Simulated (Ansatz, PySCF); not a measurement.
System: BeH2, charge 0, multiplicity 1. 
Structure (B3LYP-D3(BJ)/def2-TZVP (Ansatz, an electronic-structure program) minimum search):
```xyz
3

Be     0.0000     0.0000     0.0000
H      0.0000     0.0000     1.3301
H      0.0000     0.0000    -1.3301
```

Total electronic energies in hartree. Valence correlation only, unless marked. No spin-orbit coupling. Non-relativistic. FCI takes restricted orbitals. CBS marks a two-point X^-3 extrapolation of the correlation energy; Hartree-Fock from the larger set. [CCSD(T)-MP2]/basis is that difference in the basis named.

```csv
level,program,energy (Eh)
HF/def2-TZVPP,Ansatz,-15.77007
RI-HF/def2-TZVPPD,Ansatz,-15.77048
revPBE-D4/def2-TZVPD,Ansatz + dftd4,-15.90489
TPSS-D4/def2-TZVPD,PySCF + dftd4,-15.92164
M06-L-D4/def2-TZVPD,PySCF + dftd4,-15.91767
PBE0/def2-QZVPP,Ansatz,-15.87565
TPSSh/def2-TZVPD,PySCF,-15.91920
r2SCAN0/def2-TZVPD,Ansatz,-15.89066
PW6B95/def2-TZVPD,PySCF,-15.93772
M06-2X/def2-TZVPD,PySCF,…
LC-wPBE-D4/def2-TZVPD,Ansatz + dftd4,-15.89007
wB97X-V/def2-TZVPD,Ansatz,-15.90421
B2GP-PLYP-D4/def2-TZVPD,Ansatz + dftd4,-15.87737
MP2/def2-TZVPPD,Ansatz,-15.82877
MP2/def2-QZVPP,Ansatz,-15.83606
SCS-MP2/def2-SVP,Ansatz,-15.80496
SCS-MP2/def2-TZVPPD,Ansatz,-15.83922
CCSD/STO-3G,Ansatz,-15.59439
CCSD/def2-SVPD,Ansatz,-15.81814
CCSD/def2-QZVPPD,Ansatz,-15.85083
FCI/STO-3G,Ansatz,-15.59478
"RI-MP2/CBS(def2-TZVPP,def2-QZVPP)+[CCSD(T)-MP2]/def2-SVP",Ansatz,-15.8546
"CCSD(T)/CBS(def2-TZVPPD,def2-QZVPPD)",Ansatz,-15.8542
```

### Question
Fill in the missing entries.

### Answer

- M06-2X/def2-TZVPD, energy (Eh): -15.89763
